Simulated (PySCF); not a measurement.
InH, SMILES [InH] (connectivity only; charge and spin as stated), neutral, multiplicity 1.

Coordinates come from a PBE0-D3(BJ)/def2-TZVPD optimisation. The def2 effective core potentials stand for the cores of In; spin–orbit coupling is left out.

Two levels are set side by side: PBE/def2-TZVPD (PySCF) and CAM-B3LYP/def2-TZVPD (PySCF). Same geometry, gas phase. Differences are taken from unrounded values.

```csv
quantity,PBE
orbital gap (eV),2.35
highest occupied level (eV),-4.79
lowest empty level (eV),-2.44
dipole moment (D),0.93
mean polarisability (bohr³),52.4
```

### Question
These are the PBE values. What does CAM-B3LYP give? (The exact figures need the calculation; the answer reports its results.)

### Answer

```
quantity                     CAM-B3LYP  PBE minus CAM-B3LYP
---------------------------  ---------  -------------------
orbital gap (eV)                  5.97                -3.61
highest occupied level (eV)      -6.93                 2.14
lowest empty level (eV)          -0.96                -1.48
dipole moment (D)                 0.92                 0.01
mean polarisability (bohr³)       50.9                  1.5
```

Without exact exchange PBE keeps part of each electron's self-repulsion, which lifts occupied levels and narrows the gap. Differences between two approximate levels are no errors against the true value.

Rough cost on one machine, each run with all the roots and properties that it gave: CAM-B3LYP against PBE within a factor of 2.
